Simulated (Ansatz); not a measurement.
`[F][Ge]([F])([SiH3])[Cl]` + H₂O → silanol + `[F][GeH]([F])[Cl]` at 298.15 K and 1 bar (formal hydrolysis of the Si–Ge bond).

Calculated with Ansatz (gas phase, PBE0-D4/def2-TZVP geometries, no zero-point term in ΔE). CCSD(T)/CBS is the MP2 limit (def2-TZVPP, def2-QZVPP) plus CCSD(T) − MP2 in def2-TZVPP, frozen cores. This one scheme is used for every species. For Ge outer-core shells are correlated without core-valence functions, which leaves a few kJ/mol of doubt a bond. Scalar relativity is left out up to krypton.

| species | CCSD(T)/CBS energy (Eh) | H − E (kJ/mol) | S (J/(mol·K)) |
| --- | --- | --- | --- |
| `[F][Ge]([F])([SiH3])[Cl]` | -3026.48035 | 105.7 | 381.5 |
| H₂O | -76.37941 | 66.4 | 188.7 |
| `O[SiH3]` | -366.69042 | 113.6 | 257.8 |
| `[F][GeH]([F])[Cl]` | -2736.19042 | 53.3 | 315.5 |

H − E and S are ideal-gas, rigid-rotor, harmonic terms from PBE0-D4/def2-TZVP. 1 Eh = 2625.50 kJ/mol, R = 8.31446 J/(mol·K).

By hand: ΔE, ΔH, ΔS and ΔG.

ΔE = (-366.69042) + (-2736.19042) − (-3026.48035) − (-76.37941) = -0.02108 Eh = -55.3 kJ/mol. Δ(H − E) = 113.6 + 53.3 − 105.7 − 66.4 = -5.2, so ΔH = -60.5 kJ/mol. ΔS = 257.8 + 315.5 − 381.5 − 188.7 = 3.1 J/(mol·K). ΔG = -60.5 − 298.15 × (3.1)/1000 = -61.4 kJ/mol.

By hand: the equilibrium constant, and the temperature at which ΔG would vanish if ΔH and ΔS stayed fixed.

log₁₀ K = −ΔG/(RT ln 10) = 10.8. ΔH and −TΔS have one sign here, so there is no such temperature.

The number of gas molecules stays the same, so ΔS is small and ΔH decides. A doubt of 5 kJ/mol in ΔE shifts log₁₀ K by 0.9 here. These are equilibria of isolated gas molecules and say nothing of rates. Largest T1 diagnostic: 0.012 (customary marks: 0.02 for closed shells, 0.045 for open ones).

ΔS is within the doubt of such terms, so its sign, and with it that verdict, could turn.
